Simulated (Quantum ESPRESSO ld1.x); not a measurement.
Question: Species: the platinum ion Pt3+. Configuration: [Xe] 4f14 5d7. Calculated with ld1.x of Quantum ESPRESSO 7.5: scalar-relativistic Kohn-Sham, LDA (Slater exchange, Perdew-Zunger correlation), spin-polarised, spherical densities, point nucleus; open shells are filled with parallel spins first. Some entries of the table are withheld. Estimate them.

orbital,occ.,eigenvalue (hartree),<1/r> (bohr^-1)
1s up,1,-2881.56,93.95
1s down,1,-2881.56,93.95
2s up,1,-507.345,22.01
2s down,1,-507.337,22.01
2p up,3,-439.992,19.66
2p down,3,-439.986,19.66
3s up,1,-120.160,8.157
3s down,1,-120.155,8.157
3p up,3,-100.551,7.461
3p down,3,-100.547,7.461
3d up,5,-79.2642,7.030
3d down,5,-79.2581,7.030
4s up,1,-26.8253,3.493
4s down,1,-26.8170,3.493
4p up,3,-20.3932,3.157
4p down,3,-20.3849,3.157
4d up,5,-12.5848,2.826
4d down,5,-12.5750,2.827
5s up,1,(1),1.424
5s down,1,(2),1.429
4f up,7,-3.90260,2.389
4f down,7,-3.88856,2.393
5p up,3,-3.37698,(3)
5p down,3,-3.31370,(4)
5d up,5,-1.46534,(5)
5d down,2,-1.39694,(6)

Answer: 
(1) 5s up eigenvalue (hartree): -5.07379
(2) 5s down eigenvalue (hartree): -5.02063
(3) 5p up <1/r> (bohr^-1): 1.212
(4) 5p down <1/r> (bohr^-1): 1.216
(5) 5d up <1/r> (bohr^-1): 0.8735
(6) 5d down <1/r> (bohr^-1): 0.8704
